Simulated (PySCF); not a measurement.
Radial density of Cd²⁺ (cadmium, charge +2)

BHandHLYP, [Kr] 4d9 5s1, high-spin 3D determinant (an excited configuration). Calculation: PySCF 2.14, in x2c-TZVPPall with one added diffuse shell each of s, p, d, f type (9s7p7d3f1g, 95 functions); the spin-free X2C one-electron Hamiltonian (Gaussian nucleus).

| r (bohr) | 4πr²ρ (e/bohr) | 4πr²(ρα − ρβ) |
| --- | --- | --- |
| 0.0318 | 56.00 | 0.0009 |
| 0.0536 | 56.85 | 0.0102 |
| 0.0901 | 78.18 | 0.0665 |
| 0.152 | 57.46 | 0.1799 |
| 0.255 | 62.00 | 0.2671 |
| 0.429 | 35.61 | 0.0016 |
| 0.721 | 19.14 | 0.7803 |
| 1.21 | 12.86 | 0.8646 |
| 2.04 | 2.222 | 0.6827 |
| 3.43 | 0.2573 | 0.2160 |
| 5.77 | 0.001007 | 0.0010 |
| 9.71 | 0.0001255 | 0.0001 |

Densities and radii are taken from the X2C orbitals without a picture-change correction, which distorts them close to the nucleus.
